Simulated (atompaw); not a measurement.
Reading a pseudo-wave (Ge)

Columns: radius, all-electron u(r) and pseudo u(r) of the 3d shell (level -33.54 eV) of germanium in the configuration [Ar] 3d10 4s2 4p1.5; PBE, scalar-relativistic, PAW (atompaw) scheme, atompaw 4.2.0.5.

```json
{"r (bohr)": "0.081", "all-electron": "0.1051", "pseudo": "0.0046"}
{"r (bohr)": "0.162", "all-electron": "0.4138", "pseudo": "0.0351"}
{"r (bohr)": "0.242", "all-electron": "0.7333", "pseudo": "0.1078"}
{"r (bohr)": "0.323", "all-electron": "0.9698", "pseudo": "0.2285"}
{"r (bohr)": "0.404", "all-electron": "1.1035", "pseudo": "0.3853"}
{"r (bohr)": "0.485", "all-electron": "1.1510", "pseudo": "0.5551"}
{"r (bohr)": "0.565", "all-electron": "1.1388", "pseudo": "0.7078"}
{"r (bohr)": "0.646", "all-electron": "1.0893", "pseudo": "0.8225"}
{"r (bohr)": "0.727", "all-electron": "1.0192", "pseudo": "0.8821"}
{"r (bohr)": "0.808", "all-electron": "0.9396", "pseudo": "0.8853"}
{"r (bohr)": "0.888", "all-electron": "0.8585", "pseudo": "0.8443"}
{"r (bohr)": "0.969", "all-electron": "0.7779", "pseudo": "0.7767"}
{"r (bohr)": "1.050", "all-electron": "0.7012", "pseudo": "0.7013"}
{"r (bohr)": "1.131", "all-electron": "0.6297", "pseudo": "0.6297"}
{"r (bohr)": "1.212", "all-electron": "0.5638", "pseudo": "0.5638"}
{"r (bohr)": "1.292", "all-electron": "0.5045", "pseudo": "0.5045"}
{"r (bohr)": "1.373", "all-electron": "0.4502", "pseudo": "0.4502"}
{"r (bohr)": "1.454", "all-electron": "0.4012", "pseudo": "0.4012"}
{"r (bohr)": "1.535", "all-electron": "0.3572", "pseudo": "0.3572"}
{"r (bohr)": "1.615", "all-electron": "0.3183", "pseudo": "0.3183"}
{"r (bohr)": "1.696", "all-electron": "0.2830", "pseudo": "0.2830"}
{"r (bohr)": "1.777", "all-electron": "0.2516", "pseudo": "0.2516"}
{"r (bohr)": "1.858", "all-electron": "0.2235", "pseudo": "0.2235"}
{"r (bohr)": "1.938", "all-electron": "0.1988", "pseudo": "0.1988"}
{"r (bohr)": "2.019", "all-electron": "0.1765", "pseudo": "0.1765"}
{"r (bohr)": "2.100", "all-electron": "0.1567", "pseudo": "0.1567"}
```

Question: How many radial nodes do the two functions have?

Answer: The all-electron 3d function has n − l − 1 = 0; the pseudo-wave has 0.

Question: At about which radius was the pseudo-wave matched?

Answer: 1.10 bohr, where the columns begin to agree (steps of 0.08 bohr).

Question: Where does each function peak?

Answer: Outermost all-electron maximum near 0.48 bohr, pseudo maximum near 0.81 bohr (to the table’s step).

Question: Is the pseudo-wave norm-conserving?

Answer: No, it belongs to a PAW set: the norm inside the radius is not constrained, and the difference is carried by the augmentation charge.
